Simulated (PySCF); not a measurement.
Potential energy of CuC along the bond

Set-up: basis Cu def2-TZVPP, C def2-TZVPP; no relativity; PySCF 2.14. Energies in eV from Cu (3d10 4s1) + C in their ground configurations at the same level. State: ⁴Σ⁻ (quartet), unpaired electrons σ ↑, π ↑↑.

All columns are M06. A positive dipole means Cu(−)C(+).

| R (Å) | E (eV) | μ (D) | Mulliken charge on Cu (basis-dependent) | HOMO (eV) | LUMO (eV) | Mayer bond order | ⟨S²⟩ |
| --- | --- | --- | --- | --- | --- | --- | --- |
| 1.561 | -1.449 | -3.13 | 0.41 | -5.93 | -3.33 | 1.50 | 3.77 |
| 1.633 | -1.844 | -3.28 | 0.31 | -5.91 | -3.36 | 1.44 | 3.77 |
| 1.706 | -2.061 | -3.41 | 0.23 | -5.89 | -3.40 | 1.38 | 3.77 |
| 1.760 | -2.138 | -3.51 | 0.20 | -5.87 | -3.44 | 1.34 | 3.77 |
| 1.815 | -2.162 | -3.60 | 0.18 | -5.85 | -3.48 | 1.28 | 3.77 |
| 1.869 | -2.144 | -3.68 | 0.17 | -5.83 | -3.52 | 1.23 | 3.77 |
| 1.942 | -2.074 | -3.78 | 0.17 | -5.80 | -3.58 | 1.16 | 3.77 |
| 2.033 | -1.938 | -3.88 | 0.19 | -5.77 | -3.66 | 1.07 | 3.77 |
| 2.142 | -1.738 | -3.95 | 0.21 | -5.76 | -3.74 | 0.97 | 3.77 |
| 2.287 | -1.457 | -3.90 | 0.22 | -5.79 | -3.82 | 0.84 | 3.76 |

A fit through these points gives, at Re = 1.816 Å, μ = -3.60 D and dμ/dR = -1.59 D/Å; the reduced mass is 10.08 u.

Question: How strong is the fundamental in the double-harmonic approximation, I = 42.26·(dμ/dR)²/μred km/mol?

Answer: I = 42.26·(-1.59)²/10.08 = 10.6 km/mol at M06.

With d or f electrons several states lie close, and the lowest PBE0 determinant need not be the measured ground state.
